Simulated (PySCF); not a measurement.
Si(Br)(Me)(OH)2 (CH5BrO2Si), SMILES C[Si](O)(O)Br. Coordinates come from a B3LYP-D3(BJ)/def2-SVP optimisation. This is a generated structure with no PubChem entry under its InChIKey; it may be hypothetical. The values are those of a single conformer.

Method: B3LYP-D3(BJ)/def2-SVP (PySCF 2.14.0).

Harmonic wavenumbers (cm⁻¹): 98, 137, 178, 191, 235, 249, 278, 348, 416, 700, 761, 778, 819, 838, 915, 969, 1282, 1426, 1428, 3041, 3136, 3145, 3870, 3882. Rotational constants (GHz): 3.591, 1.489, 1.444; symmetry number 1.

### Question
Work out the zero-point energy and the ideal-gas rigid-rotor harmonic-oscillator thermochemistry at 298.15 K and 1 atm.

### Answer
ZPE = ½ Σ hcν = ½ × 29120 cm⁻¹ = 174.18 kJ/mol. H − E(el) = 197.81 kJ/mol. Entropy in J/(mol K): translation 171.81, rotation 117.67, vibration 81.83, total 371.30. G − E(el) = 87.11 kJ/mol. Cp = 119.26 J/(mol K). Modes under 150 cm⁻¹ make the vibrational entropy uncertain.
